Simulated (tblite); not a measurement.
C6H13NOSi.
Geometry (GFN2-xTB, Å), atoms numbered from 1 in this order:
```
atom  x, y, z in Å
C1     3.9519    0.4091    0.0142
N2     2.7887    0.8503    0.0458
Si3    1.3165    0.3121    0.7927
C4     0.2311    0.0925   -0.7737
C5     0.1377   -1.3708   -1.1924
C6    -1.1651    0.6574   -0.5410
C7    -1.7333    0.1772    0.7633
C8    -3.2347    0.1131    0.8493
O9    -1.0214   -0.1249    1.6911
H10    4.2858   -0.5057    0.5163
H11    4.7197    0.9454   -0.5406
H12    0.9971    1.5170    1.5522
H13    1.4446   -0.9244    1.5621
H14    0.6855    0.6528   -1.5946
H15   -0.3247   -1.9650   -0.4062
H16   -0.4556   -1.4844   -2.1015
H17    1.1296   -1.7740   -1.3838
H18   -1.8445    0.4189   -1.3640
H19   -1.1061    1.7475   -0.4627
H20   -3.6694    1.0490    0.5054
H21   -3.5932   -0.6827    0.1983
H22   -3.5507   -0.0912    1.8690
```

Method: GFN2-xTB as coded in tblite; computed harmonic values from a numerical Hessian at the method's own geometry, unscaled. This tight-binding method is rough: wavenumbers can miss measured ones by several per cent, in bad cases by 10 to 20. Modes of hydrogen on silicon can be 10 to 20 % off. One conformer, not necessarily the lowest.

Harmonic wavenumbers (cm⁻¹): 39.6, 72.0, 82.7, 111.2, 124.7, 140.9, 189.4, 233.1, 245.8, 279.7, 323.3, 354.9, 453.4, 472.5, 485.9, 516.7, 634.0, 669.1, 703.1, 731.1, 741.4, 795.8, 815.0, 897.1, 959.3, 973.4, 997.8, 999.8, 1016.0, 1090.2, 1119.3, 1145.1, 1167.5, 1187.1, 1229.6, 1306.0, 1329.5, 1366.4, 1417.5, 1438.3, 1450.6, 1457.3, 1457.9, 1511.9, 1513.0, 1753.5, 1772.2, 2260.8, 2290.1, 2842.9, 2939.2, 2950.8, 2953.4, 2958.1, 2980.4, 3018.9, 3021.5, 3033.1, 3034.0, 3053.9.

A = 2995, B = 746.3, C = 673.1 MHz; mass 143.077 u (most abundant isotopes); point group C1, symmetry number 1.

Task: Zero-point energy?

Result: ½Σν̃ = 38554 cm⁻¹ = 110.23 kcal/mol.

Task: What is S at 400 K and 1 bar for an ideal gas of classical rigid rotors and harmonic oscillators?

Result: Translation 42.27, rotation 30.62, vibration 50.64: S = 123.5 cal/(mol K).

Task: And Cp and H(400 K) − H(0)?

Result: Cp = 56.67 cal/(mol K), of which vibrations give 48.72 (their classical limit is 60 R = 119.2); H(400 K) − H(0) = 13.47 kcal/mol without the zero-point energy, 10.29 from vibrations.

Task: Which modes carry the vibrational entropy at 400 K?

Result: 39.6 cm⁻¹: 5.86; 72.0 cm⁻¹: 4.68; 82.7 cm⁻¹: 4.40; 111.2 cm⁻¹: 3.82; 124.7 cm⁻¹: 3.60; 140.9 cm⁻¹: 3.36 cal/(mol K); the other 54 give 24.92 together.

Task: Blend soft modes into free rotors: weight 1/[1 + (100 cm⁻¹/ν̃)⁴] for the oscillator and the rest for a rotor with moment μB/(μ + B), μ = h/(8π²ν), B = 10⁻⁴⁴ kg m². What vibrational entropy results?

Result: 46.58 cal/(mol K) in place of 50.64, which changes −T·S at 400 K by +1.62 kcal/mol.

Task: What must be added to the electronic energy to get the Gibbs energy at 400 K and 1 bar?

Result: ZPE + [H(400 K) − H(0)] − T·S = 110.23 + 13.47 − 49.41 = 74.29 kcal/mol.

Task: How do the functions run with temperature in this model?

Result: 
| T (K) | S (cal/(mol K)) | Cp (cal/(mol K)) | H − H(0) (kcal/mol) | G − H(0) (kcal/mol) | ln q(vib) |
| --- | --- | --- | --- | --- | --- |
| 50 | 60.6 | 15.2 | 0.54 | -2.49 | 0.71 |
| 100 | 73.5 | 22.5 | 1.49 | -5.86 | 2.35 |
| 298.15 | 108.6 | 45.5 | 8.25 | -24.12 | 9.20 |
| 373.15 | 119.7 | 53.9 | 11.98 | -32.68 | 11.67 |
| 500 | 137.2 | 66.2 | 19.62 | -48.99 | 15.73 |
| 750 | 167.6 | 83.8 | 38.53 | -87.21 | 23.32 |
| 1000 | 193.5 | 95.6 | 61.05 | -132.43 | 30.30 |

q(vib) and H(0) count from the zero-point level.

Hindered rotation and anharmonicity are outside this model. Other conformers, if any are populated, would add a mixing term that is left out. The structure is chiral; the term R ln 2 for an equal mix with its mirror image is left out.
